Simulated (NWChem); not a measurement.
CH5NO2Si2; SMILES O=C=N[SiH2][SiH2]O

```xyz
11

O      0.7760     3.3979     0.2642
C      0.1918     2.3930     0.1378
N     -0.4000     1.3612     0.0108
Si    -1.2577    -0.1331    -0.1734
Si     0.2245    -1.8865     0.3512
O      1.5459    -1.8591    -0.6706
H     -1.7351    -0.2160    -1.5861
H     -2.4468    -0.1116     0.7323
H      0.6189    -1.7570     1.7916
H     -0.4396    -3.2037     0.1438
H      2.0824    -1.0609    -0.6619
```
Atoms are numbered in this order, from 1.

Level: PBE0/def2-SVP (NWChem), optimised geometry, unscaled harmonic frequencies. 

```json
[
 {"frequency (cm⁻¹)": "31", "IR intensity (km/mol)": "2.1"},
 {"frequency (cm⁻¹)": "46", "IR intensity (km/mol)": "0.5"},
 {"frequency (cm⁻¹)": "73", "IR intensity (km/mol)": "4.8"},
 {"frequency (cm⁻¹)": "119", "IR intensity (km/mol)": "6.0"},
 {"frequency (cm⁻¹)": "198", "IR intensity (km/mol)": "8.1"},
 {"frequency (cm⁻¹)": "224", "IR intensity (km/mol)": "128.2"},
 {"frequency (cm⁻¹)": "407", "IR intensity (km/mol)": "14.9"},
 {"frequency (cm⁻¹)": "433", "IR intensity (km/mol)": "31.1"},
 {"frequency (cm⁻¹)": "551", "IR intensity (km/mol)": "17.6"},
 {"frequency (cm⁻¹)": "601", "IR intensity (km/mol)": "62.3"},
 {"frequency (cm⁻¹)": "620", "IR intensity (km/mol)": "24.4"},
 {"frequency (cm⁻¹)": "625", "IR intensity (km/mol)": "28.6"},
 {"frequency (cm⁻¹)": "711", "IR intensity (km/mol)": "62.5"},
 {"frequency (cm⁻¹)": "733", "IR intensity (km/mol)": "22.6"},
 {"frequency (cm⁻¹)": "819", "IR intensity (km/mol)": "430.8"},
 {"frequency (cm⁻¹)": "826", "IR intensity (km/mol)": "178.5"},
 {"frequency (cm⁻¹)": "886", "IR intensity (km/mol)": "140.8"},
 {"frequency (cm⁻¹)": "902", "IR intensity (km/mol)": "66.7"},
 {"frequency (cm⁻¹)": "930", "IR intensity (km/mol)": "44.5"},
 {"frequency (cm⁻¹)": "944", "IR intensity (km/mol)": "89.6"},
 {"frequency (cm⁻¹)": "1540", "IR intensity (km/mol)": "20.2"},
 {"frequency (cm⁻¹)": "2202", "IR intensity (km/mol)": "105.2"},
 {"frequency (cm⁻¹)": "2224", "IR intensity (km/mol)": "105.6"},
 {"frequency (cm⁻¹)": "2234", "IR intensity (km/mol)": "114.0"},
 {"frequency (cm⁻¹)": "2258", "IR intensity (km/mol)": "141.8"},
 {"frequency (cm⁻¹)": "2489", "IR intensity (km/mol)": "1627.1"},
 {"frequency (cm⁻¹)": "3930", "IR intensity (km/mol)": "96.8"}
]
```

```json
{
 "zero_point_energy": "39.4 kcal/mol",
 "thermal correction to the enthalpy at 298.15 K (with zero-point energy)": "45.6 kcal/mol",
 "heat capacity Cv": "29.3 cal/(mol K)",
 "entropy at 298.15 K and 1 atm (symmetry number 1)": "96.1 cal/(mol K)",
 "dipole_moment": "1.17 D"
}
```

Rigid rotor and harmonic oscillator; modes under 100 cm⁻¹ make the entropy uncertain.
